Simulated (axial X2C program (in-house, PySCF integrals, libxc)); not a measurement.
# TaP at several levels of theory

Calculated with an axial X2C code built on PySCF integrals. Spin-free means the one-electron spin-free X2C Hamiltonian; two-component (2c) means X2C with spin–orbit coupling and atomic mean-field two-electron Coulomb and Gaunt terms, so the difference of the two also holds small scalar two-electron terms. Basis: Ta dyall-cv3z [13s14p9d7f4g], P dyall-v3z [8s7p2d1f] (cores contracted in-house); Gaussian nuclei, density fitting, unrestricted open shells. Masses: Ta 180.948 u, P 30.974 u.

State, spin-free: M_S = 1, Λ = 2 (beyond evenly filled blocks: σα, δ+α); electrons by block: σα: 18, σβ: 17, π+α: 9, π+β: 9, π-α: 9, π-β: 9, δ+α: 4, δ+β: 3, δ-α: 3, δ-β: 3, φ+α: 1, φ+β: 1, φ-α: 1, φ-β: 1. Fragments: Ta + P.

State, 2c: Ω = 1 (⟨Sz⟩ = -0.99, ⟨Lz⟩ = 1.99 at HF); electrons by block: 1/2: 26, -1/2: 27, 3/2: 13, -3/2: 12, 5/2: 4, -5/2: 4, 7/2: 1, -7/2: 1. Fragments: Ta + P.

| Hamiltonian | level | Re (Å) | ωe (cm⁻¹) | Be (cm⁻¹) | αe (cm⁻¹) | De (eV) | D0 (eV) | k (mdyn/Å) | μ (D) |
| --- | --- | --- | --- | --- | --- | --- | --- | --- | --- |
| spin-free | PBE0 | 2.137 | 533.1 | 0.1395 | 0.000563 | 4.15 | 4.12 | 4.43 | -4.68 |
| spin-free | CCSD | 2.135 | 541.2 | 0.1399 | 0.000646 | 3.16 | 3.13 | 4.56 | n/a |
| spin-free | CCSD(T) | 2.130 | 563.6 | 0.1405 | 0.00056 | n/a | n/a | 4.95 | n/a |
| spin-free | PW91 | 2.156 | 519.5 | 0.1371 | 0.000459 | 4.76 | 4.73 | 4.2 | -4.08 |
| 2c | CCSD | 2.137 | 536.9 | 0.1396 | 0.000675 | n/a | n/a | 4.49 | n/a |
| 2c | CCSD(T) | 2.131 | 560.8 | 0.1403 | 0.000588 | n/a | n/a | 4.9 | n/a |
| 2c | PW91 | 2.158 | 516.3 | 0.1369 | 0.000466 | n/a | n/a | 4.15 | -4.09 |

Correlated methods: 18 electrons correlated (number of frozen shells: Ta 4 s, 3 p, 2 d, 1 f; P 2 s, 1 p), 286 virtual spin orbitals or spinors in MP2, 110 natural virtuals in coupled cluster.

Dipoles are positive if P is the positive end.

Occupations by symmetry block were frozen at the best pattern of an incomplete PBE0 search. Dissociation energies refer to the lowest single-determinant-based atoms at the same level and basis. De is not given where an atomic determinant may have missed its ground term or J level, or where the truncated virtual space spoils (T). Density functionals use the spin component along the axis (collinear). CCSD and (T) use frozen natural virtuals with an MP2 correction for the truncation; (T) itself is uncorrected, so its De runs slightly low. Other states lie close and PBE0, whose exact exchange favours high spin, may order them wrongly; the determinant shown need not be the ground state. The nearest other spin-free determinant of the search, M_S = 0, Λ = 0, lies 0.10 eV up at the distance of the search. The functionals have no current-density term, which raises determinants with orbital currents, atoms included. With several unpaired electrons one determinant need not be a pure state. The determinant is spin-polarised beyond a pure state at some levels (its spin-free form has ⟨S²⟩ too high), which makes Re and μ there less reliable. The T1 diagnostic is large, a sign of multireference character.

No reliable constants came from HF (2c), HF (spin-free), MP2 (2c), MP2 (spin-free), PBE0 (2c): no minimum in range, unconverged points, a curve that is not smooth, a change of character along it, or the two Hamiltonians disagreeing along it.

Rough cost a point (2c) on 1 thread(s) of a shared host, integrals apart: CCSD(T) 27 s, PW91 0.6 s.

The whole task took 10 min on 1 thread of Arm Neoverse V2, on a shared host.
